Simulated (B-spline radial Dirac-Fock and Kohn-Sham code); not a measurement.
**Core and valence levels of Ce¹⁴⁺**

System: the Ce¹⁴⁺ ion in the configuration 1s2 2s2 2p6 3s2 3p6 3d10 4s2 4p6 4d8; nuclear rms radius 4.8771 fm (A = 140).

Level of theory: Dirac-Fock energy differences between relaxed states, corrected for Breit and QED terms; a radial atomic solver. Correlation energy is missing from these numbers. Energies are counted from the vacuum level. Subshells whose hole state is unreliable or did not converge are left out.

All terms are in eV, carry their sign (relaxation lowers the binding energy) and add up to the binding energy; ⟨r⟩ is the mean radius of the orbital in the initial state.

```csv
subshell,−ε (Koopmans),relaxation,Breit,QED,binding energy,⟨r⟩ (bohr)
K (1s),40956.1,-61.89,-103.16,-52.92,40738.1,0.025
L1 (2s),6896.5,-29.81,-10.33,-6.91,6849.5,0.105
L2 (2p1/2),6510.5,-33.60,-17.25,0.39,6460.0,0.088
L3 (2p3/2),6062.3,-31.93,-11.20,-0.38,6018.8,0.094
M1 (3s),1742.1,-9.95,-1.67,-1.49,1729.0,0.277
M2 (3p1/2),1577.9,-10.56,-2.90,0.07,1564.5,0.267
M3 (3p3/2),1487.4,-9.93,-1.71,-0.08,1475.7,0.279
N1 (4s),570.0,-1.77,-0.36,-0.35,567.5,0.624
N2 (4p1/2),505.0,-1.73,-0.61,0.02,502.6,0.638
N3 (4p3/2),484.1,-1.57,-0.34,-0.02,482.2,0.660
"N4,5 (4d)",375.7,-1.43,-0.10,0.02,374.2,0.699
```

For the deepest level, K (1s), the Breit terms make up -0.253 % of the binding energy, QED -0.130 % and orbital relaxation -0.152 %.

Spin-orbit splittings: 2p 441.2 eV, 3p 88.82 eV, 4p 20.45 eV.

Going to the tabulated ground configuration of the next ion removes an electron from N4,5 (4d), computed at 374.2 eV. NIST lists 371 ± 3 eV as the ionisation energy of this species (theoretical), -3.19 eV from the computed value. Where a p, d or f shell is open in either ion the computed value averages over both j values and all terms, while the table refers to the lowest levels; that difference holds spin-orbit splitting (largest in heavy or highly charged ions), term energies where several electrons share open shells, and correlation, and it can reach 10 % or more.
